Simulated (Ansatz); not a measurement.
Ansatz results at the PBE0-D4/def2-TZVP geometry: HOMO–LUMO gap (PBE/def2-TZVPP) 5.05 eV; size of the dipole moment (B3LYP/def2-TZVPP) 2.24 D; LUMO energy (PBE0/def2-TZVPP) 0.50 eV.

Each molecule was computed in one conformer, which needn't be the lowest.

**Question.** Which molecule gave them?
A. `N=[CH][GeH2][SH]`
B. `C/N=C/N[SiH3]`
C. `C1=N[SiH2][Te]1`
D. `C=NCN[SiH3]`

**Answer.** B. The others give `C=NCN[SiH3]`: 4.15, 1.04, -0.50; `C1=N[SiH2][Te]1`: 3.14, 0.76, -1.64; `N=[CH][GeH2][SH]`: 3.72, 1.57, -1.13.

B3LYP here is the variant with VWN-RPA as its local correlation; programs differ in this.
